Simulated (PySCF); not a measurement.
# Computed structure and properties of [Tb(SH)4]−

System: [Tb(SH)4]− (singlet in the valence; each metal's 4f electrons, 8 of them, lie in its core potential, out of spins and levels); start: template (S4). Method: PySCF 2.14.0, RKS PBE0, Tb lcecp-1-SVP with ECP54, S def2-SVP, H def2-SVP; non-relativistic Hamiltonian with scalar-relativistic core potentials where named; density fitting; no spin-orbit coupling.

Input of the relaxation:

```python
mol = gto.M(atom='''
Tb     0.00000     0.00000     0.00000
S      1.56870     1.56870     1.56870
H      2.67840     0.83990     1.75920
S     -1.56870    -1.56870     1.56870
H     -2.67840    -0.83990     1.75920
S      1.56870    -1.56870    -1.56870
H      0.83990    -2.67840    -1.75920
S     -1.56870     1.56870    -1.56870
H     -0.83990     2.67840    -1.75920''',
    basis={'Tb': 'lcecp-1-SVP', 'S': 'def2-SVP', 'H': 'def2-SVP'},
    ecp={'Tb': 'lcecp-1-SVP'},
    charge=-1, spin=0)
mf = dft.RKS(mol, xc='PBE0')
mf.grids.atom_grid = (50, 194)  # f atoms: unpruned, at least (60, 302)
mf = mf.density_fit()  # fitting sets: Tb AutoAux, S def2-universal-JKFIT, H def2-universal-JKFIT
mf.conv_tol = 1e-08; mf.max_cycle = 55
mf.kernel(dm0)  # dm0: converged density of the start geometry
# quasi-Newton relaxation in Cartesian coordinates to a largest gradient under 0.00045 Eh/bohr, steps kept in the point group
```

Run from Python with OMP_NUM_THREADS=2; the lines above give its settings. Where DIIS fails, smearing, a level shift and second-order steps follow.
It took 4.1 min on 2 threads of Arm Neoverse V2, with other jobs on the host, from the converged density of the start.

Course of the relaxation:

```
step  energy above end (eV)  largest force component within the symmetry (eV/Å)
   0                 0.2471                                               0.414
   1                 0.1917                                               0.136
   2                 0.1244                                               0.368
   3                 0.0973                                               0.313
   4                 0.0673                                               0.140
   5                 0.0556                                               0.088
   6                 0.0532                                               0.037
   7                 0.0526                                               0.017
  26                 0.0051                                               0.132
  27                 0.0026                                               0.080
  28                 0.0008                                               0.069
  29                 0.0003                                               0.043
  30                 0.0000                                               0.025
  31                 0.0000                                               0.004
```
(The steps between are left out.)

Relaxed geometry (S4):

```xyz
9

Tb    0.0000    0.0000    0.0000
S     1.4468    1.5952    1.5678
H     1.8335    0.5111    2.2834
S    -1.4468   -1.5952    1.5678
H    -1.8335   -0.5111    2.2834
S     1.5953   -1.4468   -1.5678
H     0.5114   -1.8335   -2.2833
S    -1.5953    1.4468   -1.5678
H    -0.5114    1.8335   -2.2833
```

```json
{"contact": "Tb1–S2 (SH)", "Å": "2.664"}
{"contact": "Tb1–S4 (SH)", "Å": "2.664"}
{"contact": "Tb1–S6 (SH)", "Å": "2.664"}
{"contact": "Tb1–S8 (SH)", "Å": "2.664"}
```

On the finer grid (75, 302):

The HOMO is -3.08 eV. The LUMO is 2.97 eV, the dipole about the centre of mass is 0.00 D and the set of Mulliken populations of Tb1 outside the core potential is s 2.40, p 6.50, d 1.49, f 0.03. The D3(BJ) dispersion energy (not in the energies) is -0.283 eV.

```tsv
atom	Mulliken (e)	Löwdin (e)	spin (e)
Tb1	0.57	-0.54	0.00
S2	-0.47	-0.12	0.00
H3	0.08	0.00	0.00
S4	-0.47	-0.12	0.00
H5	0.08	0.00	0.00
S6	-0.47	-0.12	0.00
H7	0.08	0.00	0.00
S8	-0.47	-0.12	0.00
H9	0.08	0.00	0.00
```

The 4f levels lie in the core potential and are missing. Their spin isn't counted.

On the grid (50, 194), as all that follows. Harmonic modes: a minimum; lowest 62 cm⁻¹ (negative: unstable), highest 2684 cm⁻¹, zero-point energy 0.894 eV.

Taking off one SH (charge -1, singlet; the rest: singlet) in vacuum, both parts rigid, costs 4.63 eV; the small basis without counterpoise inflates it.

Rigid scan of SH along the line from its metal:

```json
{"distance to S2 (Å)": "2.36", "energy (eV)": "0.494"}
{"distance to S2 (Å)": "2.46", "energy (eV)": "0.193"}
{"distance to S2 (Å)": "2.56", "energy (eV)": "0.042"}
{"distance to S2 (Å)": "2.66", "energy (eV)": "0.000"}
{"distance to S2 (Å)": "2.76", "energy (eV)": "0.034"}
{"distance to S2 (Å)": "2.86", "energy (eV)": "0.120"}
{"distance to S2 (Å)": "3.06", "energy (eV)": "0.386"}
{"distance to S2 (Å)": "3.36", "energy (eV)": "0.874"}
{"distance to S2 (Å)": "3.76", "energy (eV)": "1.508"}
{"distance to S2 (Å)": "4.26", "energy (eV)": "2.161"}
```

One start shape was tried, so this needn't be the lowest isomer.

An lcecp potential fixes the number of 4f electrons, so in runs with it no electron can move into or out of that shell.
